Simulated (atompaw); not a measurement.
**silver: one change to a PAW (atompaw) potential, before and after**

* Element: silver
* Generator: atompaw 4.2.0.5
* Type: PAW
* Functional: PBE
* Relativity: scalar-relativistic
* Frozen core: [Ar] 3d10
* Valence charge: 19
* Reference configuration: 4s2 4p6 4d10 5s1 5p0
* Partial waves: 4s (bound): rc 1.55 bohr; 5s (bound): rc 1.55 bohr; 4p (bound): rc 1.40 bohr; 5p (bound, empty): rc 1.55 bohr; 4d (bound): rc 1.55 bohr; 4d channel at 0.2 Ry: rc 1.55 bohr
* Local potential: bessel scheme, radius 1.45 bohr
* Core correction: smooth core density matched at 1.30 bohr
* Augmentation charge: sinc compensation charge, radius 1.25 bohr; PAW radius 1.55 bohr; waves and projectors: modrrkj vanderbiltortho

All-electron outer shells of the reference configuration (PBE, scalar-relativistic, ld1.x):

```
shell  level (eV)  outermost node (bohr)  outermost maximum (bohr)
   3p     -557.49                   0.15                      0.32
   3d     -358.48                      –                      0.27
   4s      -95.05                   0.44                      0.82
   4p      -58.57                   0.44                      0.87
   4d       -7.44                   0.43                      1.04
   5s       -4.40                   1.11                      2.49
   5p       -0.74                   1.25                      3.86
```

Change: all radii scaled by about 1.23 (s 1.90, p 1.72, d 1.90 bohr); local potential bessel scheme, radius 1.78 bohr; augmentation sinc compensation charge, radius 1.54 bohr; PAW radius 1.90 bohr; waves and projectors: modrrkj vanderbiltortho; core correction smooth core density matched at 1.60 bohr.

Cutoffs: the cutoffs (Ry, on a coarse ladder) from which the occupation-weighted sum of valence levels, in a spherical-Bessel basis at the reference potential, stays within 10 and 1 mRy of its value at 400 Ry; they do not see the model core or the augmentation charge, which bear on the density cutoff.

What does the change do?

The potential gets softer (50 Ry and 100 Ry → 40 Ry and 70 Ry); neither file shows a bound ghost. A larger radius leaves more room for a smooth pseudo-wave, so fewer plane waves are needed.

```tsv
quantity	base	changed
cutoff, loose	50 Ry	40 Ry
cutoff, tight	100 Ry	70 Ry
loose cutoff by channel (10 mRy a level)	s 18 Ry, p 30 Ry, d 35 Ry	s 12 Ry, p 21 Ry, d 21 Ry
bound ghosts	none	none
lowest overlap eigenvalue by channel	s 0.54, p 0.89, d 0.00	s 0.96, p 0.79, d 0.03
```

 The cutoffs see the waves, projectors and local potential, not the compensation charge or the core.
